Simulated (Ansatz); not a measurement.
Saddle search on Ge4H12F2, closed shell by partitioned rational-function steps on PBE0-D4/def2-TZVP gradients (Ansatz 0.2.0), from this start:

Ge1  (-0.600, 0.008, -0.890)
Ge2  (-0.901, 0.871, 1.349)
Ge3  (1.759, -0.450, -1.251)
Ge4  (-1.925, -2.011, -1.142)
H5  (-1.082, 1.101, -1.862)
H6  (1.430, 2.114, 0.878)
F7  (0.317, 2.439, 0.641)
H8  (1.235, 1.010, 2.057)
F9  (2.263, 1.552, 1.298)
H10  (-1.270, -0.315, 2.304)
H11  (0.519, 0.751, 2.492)
H12  (-1.845, 2.012, 1.748)
H13  (1.864, -1.368, -2.486)
H14  (2.531, 0.848, -1.512)
H15  (2.325, -1.196, -0.034)
H16  (-1.866, -2.496, -2.602)
H17  (-3.396, -1.758, -0.760)
H18  (-1.358, -3.112, -0.227)
(Å)

```tsv
step	energy less the last (meV)	largest force (eV/Å)	curvature followed (eV/Å²)
1	16.5	0.208	-7.02
2	5.4	0.089	-7.30
3	4.3	0.239	-7.24
4	3.0	0.102	-7.21
5	3.9	0.209	-7.21
6	3.5	0.170	-7.21
7	1.7	0.049	-7.20
8	1.0	0.055	-7.18
9	0.7	0.032	-7.16
10	0.5	0.039	-7.16
11	0.5	0.064	-7.16
12	0.5	0.060	-7.16
13	0.3	0.038	-7.16
14	0.2	0.028	-7.16
15	0.0	0.017	-7.15
```

The search ended at:

```
18
angstrom
Ge -0.6050 -0.0153 -0.9214
Ge -0.8802 0.8308 1.3291
Ge 1.7494 -0.5024 -1.2611
Ge -1.9564 -2.0187 -1.1568
H -1.0866 1.0860 -1.8803
H 1.4177 2.2503 0.9463
F 0.3046 2.4773 0.6348
H 1.2664 1.0608 2.0573
F 2.2788 1.7676 1.4161
H -1.2128 -0.3643 2.2828
H 0.5682 0.7090 2.4260
H -1.8137 1.9645 1.7616
H 1.8793 -1.3955 -2.5068
H 2.5428 0.7916 -1.4590
H 2.2711 -1.2727 -0.0401
H -1.9092 -2.4993 -2.6161
H -3.4189 -1.7477 -0.7656
H -1.3956 -3.1217 -0.2467
```
